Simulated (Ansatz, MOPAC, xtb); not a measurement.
Spectroscopic constants of BP-, multiplicity 2 (lowest of 2S+1 = 2, 4 at CCSD(T)/def2-TZVPP on PBE0 minima; our sources give no spin for the ground state, which may be another). The T1 diagnostic near the minimum is 0.082, so single-reference values are doubtful.

The constants come from a fifth-degree fit in 1/R (seven points, main isotopes). Runs in def2 and cc sets follow the lowest solution found near the PBE0 minimum.

The values were computed with Ansatz (Gaussian orbitals); MOPAC for PM7 (differences of heats of formation); xtb for the GFN methods. Each number belongs to the level named beside it. The GFN methods have no spin term and hold the electronic entropy of 300 K.

```tsv
level	r_e (Å)	ω_e (cm⁻¹)	B_e (cm⁻¹)	α_e (cm⁻¹)
PM7	1.745	887	0.681	0.0042
GFN1-xTB	1.668	1256	0.746	0.0063
GFN2-xTB	1.663	1320	0.751	0.0071
SVWN5/def2-TZVPP	1.693	1044	0.724	0.0053
PBE/def2-TZVPP	1.706	1021	0.713	0.0054
r2SCAN/def2-TZVPP	1.695	1057	0.723	0.0052
B97M-V/def2-TZVPP	1.692	1059	0.725	0.0053
B3LYP/def2-TZVPP	1.694	1044	0.724	0.0055
PBE0/def2-TZVPP	1.691	1064	0.726	0.0052
BHLYP/def2-TZVPP	1.679	1089	0.737	0.0053
CAM-B3LYP/def2-TZVPP	1.678	1085	0.737	0.0053
wB97X-V/def2-TZVPP	1.683	1089	0.733	0.0051
wB97M-V/def2-TZVPP	1.683	1078	0.733	0.0054
B2PLYP/def2-TZVPP	1.699	1041	0.719	0.0051
```

Frozen-core correlation. The state that PM7 reach isn't checked; PM7 holds dispersion and hydrogen-bond terms.

Ansatz is a first-principles code.
